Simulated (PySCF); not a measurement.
Isomers of C6H10N2Si, one conformer each; single-point electronic energies without zero-point terms and without any empirical dispersion term.

All values: PBE0/pcSseg-1 (PySCF, non-relativistic), each on one gas-phase PBE0-D3(BJ)/def2-SVP geometry that isn't relaxed in the solvent. The solvent is an IEF-PCM continuum (Bondi radii, 1.10 Å for H, scaled by 1.2). Specific hydrogen bonds and non-electrostatic terms are outside this model.

```tsv
isomer	relative energy, gas (kJ/mol)	dipole (D)
`N[SiH2]Nc1ccccc1`	0.0	2.45
`[SiH3]NNc1ccccc1`	201.1	1.54
```

Task: How do the relative energies look in tetrahydrofuran (ε = 7.426)?

Result: 
| isomer | relative energy, solvent (kJ/mol) | E(solvent) − E(gas) (kJ/mol) | dipole in solvent (D) |
| --- | --- | --- | --- |
| `N[SiH2]Nc1ccccc1` | 0.0 | -23.2 | 2.98 |
| `[SiH3]NNc1ccccc1` | 205.2 | -19.1 | 2.05 |

The order is unchanged. Conformers: `[NH2:1][SiH2:2][NH:3][c:4]1[cH:5][cH:6][cH:7][cH:8][cH:9]1` with H–N1–Si2–N3 -74° and 139°, N1–Si2–N3–C4 162°, Si2–N3–C4–C5 7°; `[SiH3:1][NH:2][NH:3][c:4]1[cH:5][cH:6][cH:7][cH:8][cH:9]1` with Si1–N2–N3–C4 -111°, N2–N3–C4–C5 14°. `N[SiH2]Nc1ccccc1` gains most from the continuum, and it has the largest gas-phase dipole. The gains span 4.1 kJ/mol, the gas-phase energies 201.1 kJ/mol.
